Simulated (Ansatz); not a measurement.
Start from `OB[NH][GaH2]` and change one atom or group to get `OBN[SiH3]`.

Ansatz, PBE0-D4/def2-TZVP geometries, multiplicity 1. Each molecule was computed in one conformer, which needn't be the lowest. `OB[NH][GaH2]` holds a close contact that its SMILES doesn't draw: Ga···O 2.21 Å.

Scalar relativity is left out up to krypton.

```
                                        property  `OB[NH][GaH2]`
             HOMO–LUMO gap (PBE/def2-TZVPP) / eV            4.82
               LUMO energy (PBE/def2-TZVPP) / eV           -1.24
size of the dipole moment (B3LYP/def2-TZVPP) / D            1.44
            HOMO–LUMO gap (PBE0/def2-TZVPP) / eV            6.94
         HOMO–LUMO gap (ωB97M-V/def2-TZVPP) / eV           10.79
           HOMO–LUMO gap (B3LYP/def2-TZVPP) / eV            6.43
```

(1) Give the same properties after the change, and the shifts. (Estimate.)

## Answers

(1) The calculation gave: 
```json
{"property": "HOMO–LUMO gap (PBE/def2-TZVPP) / eV", "`OBN[SiH3]`": "6.19", "shift": "1.37"}
{"property": "LUMO energy (PBE/def2-TZVPP) / eV", "`OBN[SiH3]`": "-0.31", "shift": "0.93"}
{"property": "size of the dipole moment (B3LYP/def2-TZVPP) / D", "`OBN[SiH3]`": "1.31", "shift": "-0.13"}
{"property": "HOMO–LUMO gap (PBE0/def2-TZVPP) / eV", "`OBN[SiH3]`": "8.38", "shift": "1.44"}
{"property": "HOMO–LUMO gap (ωB97M-V/def2-TZVPP) / eV", "`OBN[SiH3]`": "12.15", "shift": "1.36"}
{"property": "HOMO–LUMO gap (B3LYP/def2-TZVPP) / eV", "`OBN[SiH3]`": "7.87", "shift": "1.44"}
```

With PBE0 the HOMO falls by 0.51 eV and the LUMO rises by 0.93 eV, so the gap widens by about 1.44 eV. PBE moves the HOMO by -0.44 eV and ωB97M-V by -0.54 eV. Dipoles are sizes alone; their direction can turn.

B3LYP here is the variant with VWN-RPA as its local correlation; programs differ in this.
